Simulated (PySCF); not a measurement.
**C₆ coefficients of unlike pairs at PBE0**

Calculated with PySCF 2.14 from the dipole response of each species, C₆(A,B) = (3/π) ∫ α_A(iu) α_B(iu) du, in atomic units, from isotropic polarisabilities. For ions this is the dispersion term alone; charge-induced terms of lower order in 1/R come first.

```json
{"species": "Xe", "configuration": "[Xe] (1S)", "basis": "aug-cc-pVQZ-PP with ECP28MDF (7s7p5d3f2g)", "relativity": "core potential", "α (bohr³)": "27.86", "C₆ (like pair)": "293.5"}
{"species": "W(2+)", "configuration": "[Xe] 4f14 5d4 (5D)", "basis": "x2c-TZVPPall with one added diffuse shell each of s, p, d, f type (12s8p8d4f1g)", "relativity": "spin-free X2C", "α (bohr³)": "13.22", "C₆ (like pair)": "79.32"}
{"species": "Sb", "configuration": "[Kr] 4d10 5s2 5p3 (4S)", "basis": "aug-cc-pVQZ-PP with ECP28MDF (7s7p5d3f2g)", "relativity": "core potential", "α (bohr³)": "45.80", "C₆ (like pair)": "499.8"}
{"species": "Ag+", "configuration": "[Kr] 4d10 (1S)", "basis": "def2-QZVPPD with the def2 core potential (28 electrons) (7s5p4d4f2g)", "relativity": "core potential", "α (bohr³)": "10.01", "C₆ (like pair)": "59.42"}
```

Problem. Estimate C₆ for Sb with W(2+).

Solution. The integral gives 188.3. The combination rule 2 C_A C_B / (C_A α_B/α_A + C_B α_A/α_B) gives 189.2 and the geometric mean 199.1.

No spin-orbit coupling is included.

The other pairs:

```json
{"pair": "Ag+, Xe", "C₆": "127.8"}
{"pair": "W(2+), Xe", "C₆": "150.5"}
{"pair": "Ag+, W(2+)", "C₆": "68.35"}
{"pair": "Sb, Xe", "C₆": "375.4"}
{"pair": "Ag+, Sb", "C₆": "157.0"}
```
